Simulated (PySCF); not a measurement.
MgGe⁺: one state, many levels of theory

State: ²Π (doublet), unpaired electrons π ↑. Set-up: Mg def2-SVPD, Ge def2-SVPD; no relativity (PySCF 2.14). De refers to Mg⁺ + Ge in their high-spin ground configurations, without counterpoise correction. The functionals are run spin-unrestricted. A positive dipole points towards Ge; it is taken about the centre of mass and depends on that origin. Levels whose curve was spin-contaminated or gave no clean fit are not listed.

```json
{"Level": "UHF", "Re (Å)": "2.842", "ωe (cm⁻¹)": "206", "De (eV)": "0.69", "μ (D)": "-7.29", "CPU s a point (SCF and correlation, without the integrals)": "0.19"}
{"Level": "UHF-MP2", "Re (Å)": "2.784", "ωe (cm⁻¹)": "227", "De (eV)": "1.34", "μ (D)": "n/a", "CPU s a point (SCF and correlation, without the integrals)": "0.31"}
{"Level": "UHF-SCS-MP2", "Re (Å)": "2.809", "ωe (cm⁻¹)": "217", "De (eV)": "1.42", "μ (D)": "n/a", "CPU s a point (SCF and correlation, without the integrals)": "n/a"}
{"Level": "UHF-CCSD", "Re (Å)": "2.822", "ωe (cm⁻¹)": "213", "De (eV)": "1.58", "μ (D)": "n/a", "CPU s a point (SCF and correlation, without the integrals)": "n/a"}
{"Level": "UHF-CCSD(T)", "Re (Å)": "2.821", "ωe (cm⁻¹)": "213", "De (eV)": "1.66", "μ (D)": "n/a", "CPU s a point (SCF and correlation, without the integrals)": "9"}
{"Level": "PBE", "Re (Å)": "2.781", "ωe (cm⁻¹)": "218", "De (eV)": "2.09", "μ (D)": "-6.39", "CPU s a point (SCF and correlation, without the integrals)": "0.53"}
{"Level": "TPSS", "Re (Å)": "2.776", "ωe (cm⁻¹)": "221", "De (eV)": "2.01", "μ (D)": "-6.78", "CPU s a point (SCF and correlation, without the integrals)": "0.67"}
{"Level": "r²SCAN", "Re (Å)": "2.759", "ωe (cm⁻¹)": "224", "De (eV)": "1.76", "μ (D)": "-6.91", "CPU s a point (SCF and correlation, without the integrals)": "0.67"}
{"Level": "PBE0", "Re (Å)": "2.772", "ωe (cm⁻¹)": "221", "De (eV)": "1.87", "μ (D)": "-6.71", "CPU s a point (SCF and correlation, without the integrals)": "0.89"}
{"Level": "HSE06", "Re (Å)": "2.772", "ωe (cm⁻¹)": "221", "De (eV)": "1.90", "μ (D)": "-6.69", "CPU s a point (SCF and correlation, without the integrals)": "0.82"}
```

The bond length runs from 2.759 Å (r²SCAN) to 2.842 Å (UHF). De spans 0.69 eV (UHF, mean field) to 2.09 eV (PBE, GGA). Correlation at CCSD(T) changes the Hartree–Fock bond energy by +0.97 eV; the triples alone change it by +0.08 eV.

Correlated steps freeze 10 core orbitals. Correlated levels converge slowly with the basis: in double zeta they bind strong bonds too weakly, by up to about 1 eV, and carry superposition errors of some tenths. Spin–orbit coupling is left out. For an ion De counts to the pair picked by the measured ionisation energies or electron affinities, which need not be the lowest pair at this level. The state is the lowest determinant that a PBE0 search found; another state may lie lower at other levels.

The whole job (state search and all levels along the bond) took about 2.8 min on 1 thread of Intel Xeon 6975P-C (shared host), peak memory 0.8 GiB.
